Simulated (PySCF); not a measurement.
Compound: C6H5N2P.
Atom-mapped SMILES: `[CH3:1][c:2]1[p:3][cH:4][cH:5][n:6][c:7]1[C:8]#[N:9]` (hydrogens: H10, H11, H12 on C1; H13 on C4; H14 on C5)

Cartesian coordinates in Å at the GFN2-xTB level; atoms count from 1:
```xyz
14
C6H5N2P angstrom
C     -1.8522   -0.9801    0.1931
C     -0.4318   -0.5047    0.1402
P      0.8276   -1.6151    0.6274
C      2.2107   -0.5994    0.3822
C      2.1446    0.7034   -0.0777
N      1.0530    1.3651   -0.3942
C     -0.1430    0.7926   -0.2889
C     -1.2429    1.6203   -0.6639
N     -2.1513    2.2542   -0.9557
H     -1.8986   -2.0084    0.5492
H     -2.4445   -0.3509    0.8580
H     -2.3124   -0.9285   -0.7941
H      3.1813   -1.0226    0.6069
H      3.0589    1.2736   -0.2046
```

Theory: PySCF, TDDFT B3LYP/def2-SVPD, vertical, gas phase, core orbitals frozen in the response.

Transition dipole moments from the ground state, in atomic units and in the frame of the coordinates above (overall signs are arbitrary), for the states with f of 0.002 or more among the lowest 8:

| state | E (eV) | μx | μy | μz |
| --- | --- | --- | --- | --- |
| S1 | 3.833 | -0.017 | 0.073 | 0.210 |
| S2 | 4.428 | 0.425 | -0.423 | 0.181 |
| S4 | 4.896 | -0.015 | 0.070 | 0.201 |
| S5 | 5.123 | 0.419 | 0.141 | -0.017 |
| S6 | 5.505 | 0.015 | -0.048 | -0.133 |
| S7 | 5.657 | 1.333 | 0.145 | 0.055 |
| S8 | 5.837 | 0.461 | -1.549 | 0.577 |

Q: Work out the oscillator strengths.

A: f = (2/3) ΔE |μ|² with ΔE in hartree (27.2114 eV).

```
state  |μ|² (au)  |μ| (D)      f
   S1      0.050     0.57  0.005
   S2      0.392     1.59  0.043
   S4      0.045     0.54  0.005
   S5      0.195     1.12  0.025
   S6      0.020     0.36  0.003
   S7      1.800     3.41  0.249
   S8      2.945     4.36  0.421
```

Q: Label these states by symmetry in Cs.

A: The ground state is totally symmetric, so the direction of μ fixes the label. Polarised normal to the mirror plane, so A″: S1, S4 and S6. Polarised in the mirror plane, so A′: S2, S5, S7 and S8.

Q: Which bond between heavy atoms lies closest to the direction of the S8 transition dipole?

A: C4–C5, at 13° from it; next C2–C7 at 28°.

Q: What angle do the transition dipoles of S7 and S8 make?

A: |cos θ| = |μa·μb| / (|μa| |μb|) = 0.18, so θ ≈ 79° (taken between 0 and 90°, since the signs are arbitrary).

Q: What peak molar absorption coefficient would the strongest computed level give as a lone Gaussian band 0.5 eV wide at half height?

A: ε(max) = 2.175×10⁸ f / FWHM, with the width in cm⁻¹. S8: 2.175×10⁸ × 0.4211 / 4033 ≈ 23000 L mol⁻¹ cm⁻¹.
